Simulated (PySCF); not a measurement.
# Electron correlation in Ar (argon, neutral)

[Ar], closed-shell 1S. All numbers are calculated (PySCF 2.14, no relativity, point nucleus, in aug-cc-pwCVDZ (6s5p3d, 36 functions)). Frozen: [Ne]; 8 electrons correlated.

| level | correlation energy (mhartree) |
| --- | --- |
| CCSD | -177.72 |
| (T) | -3.18 |
| CCSD(T) | -180.90 |
| CCSDT | -181.14 |

Diagnostics: T1 = 0.0030, D1 = 0.0045, largest double amplitude 0.040.

Cost of the coupled-cluster step: about 0.23 core-seconds, for 8 correlated electrons.
